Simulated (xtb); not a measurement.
xtb input:

```bash
xtb mol.xyz --gfn 2 --sp --chrg 0 --uhf 0
```
mol.xyz:
```
18

C      2.76369132     0.31474672     0.69280404
C      1.48885845     0.70152312    -0.05026561
C      0.52080312    -0.47652226    -0.22223815
C     -0.70146998    -0.10809803    -1.00612560
C     -1.96146057    -0.06227150    -0.57848460
C     -2.47418223    -0.38637167     0.79058562
H      3.43445351     1.16838449     0.80581594
H      2.53636209    -0.06449988     1.69215530
H      3.30758233    -0.46855399     0.15914055
H      0.97436493     1.50558151     0.48348868
H      1.74289486     1.10405986    -1.03576104
H      0.25426696    -0.86802930     0.76134017
H      1.04813169    -1.28545441    -0.74175690
H     -0.51378121     0.17249191    -2.03959907
H     -2.72100132     0.24381681    -1.29259016
H     -1.68289798    -0.67084657     1.48221111
H     -3.00106632     0.47189529     1.21778749
H     -3.19675028    -1.20688393     0.75011351
```

Problem. Predict the final energy.

Solution. -18.93796 Eh (GFN2-xTB).
